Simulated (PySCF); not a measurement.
## H₂PbS: from structure and modes to constants

Computed with PBE0 in PySCF with Pb def2-TZVP with ECP60, S def2-TZVP, H def2-TZVP; scalar-relativistic core potentials, no spin–orbit coupling; density-fitted integrals.

The singlet minimum has C2v symmetry. Masses (u): Pb 207.97664, S 31.97207, H 1.00782.

```xyz
4
charge 0 multiplicity 1, angstrom
Pb    0.0000    0.0000   -0.2918
S     0.0000    0.0000    1.9815
H     1.4351    0.0000   -1.3203
H    -1.4351    0.0000   -1.3203
```

Harmonic wavenumbers (cm⁻¹): 345.1 (b2, ×1), 426.6 (b1, ×1), 442.9 (a1, ×1), 626.8 (a1, ×1), 1791.0 (b2, ×1), 1796.9 (a1, ×1).

Question: Find the principal moments of inertia and the rotational constants. What kind of rotor is it?

Answer: About the centre of mass I = 4.1514, 146.76, 150.91 u Å². With B = 16.8576/I this gives 4.061, 0.1149, 0.1117 cm⁻¹. The molecule is an asymmetric top with κ = -1.00.

Question: What is the harmonic zero-point energy?

Answer: Half the sum of all 6 wavenumbers, 5429/2 = 2715 cm⁻¹, which is 32.5 kJ/mol (1 cm⁻¹ = 0.0119627 kJ/mol).

Question: Find the vibrational entropy and heat capacity at 298.15 K.

Answer: With u = 1.43878 ω/T, each mode gives S = R[u/(eᵘ−1) − ln(1−e⁻ᵘ)] and C = R u² eᵘ/(eᵘ−1)².
| ω (cm⁻¹) | u | S (J/(mol K)) | C (J/(mol K)) |
| --- | --- | --- | --- |
| 345.1 | 1.665 | 4.97 | 6.63 |
| 426.6 | 2.058 | 3.64 | 5.91 |
| 442.9 | 2.137 | 3.42 | 5.76 |
| 626.8 | 3.025 | 1.70 | 4.08 |
| 1791.0 | 8.643 | 0.01 | 0.11 |
| 1796.9 | 8.671 | 0.01 | 0.11 |
The sums over all modes are S = 13.8 and C = 22.6 J/(mol K); the softest mode gives 36 % of the entropy.

Question: Give the standard entropy (298.15 K, 1 bar) by its translational, rotational, vibrational and spin parts, and Cp.

Answer: Sackur–Tetrode with M = 241.96 u gives 177.3; rotation with symmetry number 2 gives 90.3; vibration 13.8; spin R ln 1 = 0.0. The total is 281.3 J/(mol K), and Cp = 4 R + 22.6 = 55.9 J/(mol K).

Other isomers or separated fragments may lie lower. Spin–orbit coupling, left out here, can matter for elements this heavy.
